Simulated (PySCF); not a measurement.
Geometry:
| atom | x (Å) | y (Å) | z (Å) |
| --- | --- | --- | --- |
| C1 | 2.222 | 1.118 | 0.676 |
| C2 | 2.316 | -0.194 | 0.819 |
| F3 | 3.315 | -0.700 | 1.596 |
| Si4 | 1.212 | -1.518 | 0.070 |
| C5 | 0.553 | -1.184 | -1.663 |
| C6 | -0.482 | -0.949 | -0.558 |
| N7 | -0.872 | 0.416 | -0.347 |
| C8 | -1.765 | 0.885 | -1.389 |
| C9 | -1.445 | 0.609 | 0.969 |
| H10 | 2.912 | 1.796 | 1.150 |
| H11 | 1.428 | 1.526 | 0.079 |
| H12 | 1.421 | -2.871 | 0.550 |
| H13 | 0.878 | -0.294 | -2.183 |
| H14 | 0.344 | -1.999 | -2.341 |
| H15 | -1.313 | -1.663 | -0.555 |
| H16 | -1.946 | 1.951 | -1.253 |
| H17 | -2.732 | 0.358 | -1.385 |
| H18 | -1.294 | 0.731 | -2.358 |
| H19 | -2.361 | 0.017 | 1.125 |
| H20 | -1.688 | 1.663 | 1.101 |
| H21 | -0.711 | 0.319 | 1.719 |

Equivalent nuclei averaged, non-relativistic, one conformer, isolated molecule. Geometry: GFN2-xTB; shieldings: GIAO PBE0/pcSseg-1; PySCF.

Shifts are taken against calculated references (same method and geometry level): $^{13}$C, $^{1}$H, $^{29}$Si against TMS; $^{19}$F vs CFCl3; $^{15}$N against NH3.

```tsv
atoms	nucleus	count	Hirshfeld charge	δ (ppm)
H13	$^{1}$H	1	0.04	0.60
N7	$^{15}$N	1	-0.08	?
C1	$^{13}$C	1	-0.12	113.9
F3	$^{19}$F	1	-0.10	?
H14	$^{1}$H	1	0.04	?
H12	$^{1}$H	1	-0.06	?
H16/H17/H18/H19/H20/H21	$^{1}$H	6	0.04	2.37
C8/C9	$^{13}$C	2	-0.07	48.2
H11	$^{1}$H	1	0.04	5.69
C2	$^{13}$C	1	-0.01	175.5
H15	$^{1}$H	1	0.03	?
Si4	$^{29}$Si	1	0.32	-126.8
H10	$^{1}$H	1	0.05	5.62
C5	$^{13}$C	1	-0.17	11.9
C6	$^{13}$C	1	-0.07	46.1
```

Q: Complete the table.

A: 
- H12: 3.38 ppm, hydrogen on a silicon bonded to 3 C, in a 3-membered ring
- H15: 1.91 ppm, hydrogen on a three-membered-ring carbon
- H14: 0.97 ppm, hydrogen on a three-membered-ring carbon; cyclopropane-type protons are shielded by the ring
- F3: -96.7 ppm, vinylic fluorine
- N7: 46.5 ppm, amine nitrogen

Shifts are as computed. Against solution values, carbons near 30 ppm lie about +3 ppm off and those near 130 ppm about +5 ppm. Of 1211 compounds with measured shifts, 218 miss one by over three times the rms of a fit or turn the order of signals round; such compounds aren't used in these exercises. Unscaled 19F shifts against computed CFCl3 carry errors that often reach 10 to 50 ppm. Experimental scales use liquid or dissolved standards, which lie at an offset from isolated NH3 (liquid NH3: subtract about 20 ppm).
